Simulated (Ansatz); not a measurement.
Basis sets compared for [MoOS3]2- (MoS3O²⁻). The state is a singlet with charge -2. Geometry PBE-D4/def2-SVPD. Ansatz on 4 threads of Arm Neoverse V1 on a shared host; times are rough, and most runs start from earlier orbitals.

```tsv
atom	x (Å)	y (Å)	z (Å)
Mo1	0.0055	-0.0356	0.0667
O2	0.1293	-0.8498	1.5925
S3	1.3342	1.7740	0.1243
S4	-2.1370	0.5646	-0.2391
S5	0.6680	-1.4532	-1.5443
```

In the def2 sets Mo takes a core potential; there is no spin–orbit coupling. A multiply charged anion in the gas phase is held together partly by the finite basis. At PBE-D4/def2-SVPD, PBE-D4/def2-TZVPD, PBE0-D4/def2-SVPD, PBE0-D4/def2-TZVPD the highest occupied level of the charge -2 singlet lies above zero (up to 3.04 eV). The electron is either unbound and held by the finite basis, or the level is raised by self-interaction error.

```
            level  functions  energy (Eh)  HOMO (eV)  LUMO (eV)  wall time
 PBE-D4/def2-SVPD        138   -1337.2919       3.01       5.36      1.8 s
PBE0-D4/def2-SVPD        138   -1337.3009       2.07       5.94      2.4 s
```

Estimate the rows for PBE-D4/def2-TZVPD, PBE0-D4/def2-TZVPD.


```json
{"level": "PBE-D4/def2-TZVPD", "functions": "218", "energy (Eh)": "-1337.7959", "HOMO (eV)": "3.04", "LUMO (eV)": "5.34", "wall time": "2.8 s"}
{"level": "PBE0-D4/def2-TZVPD", "functions": "218", "energy (Eh)": "-1337.8023", "HOMO (eV)": "2.12", "LUMO (eV)": "5.82", "wall time": "5 s"}
```
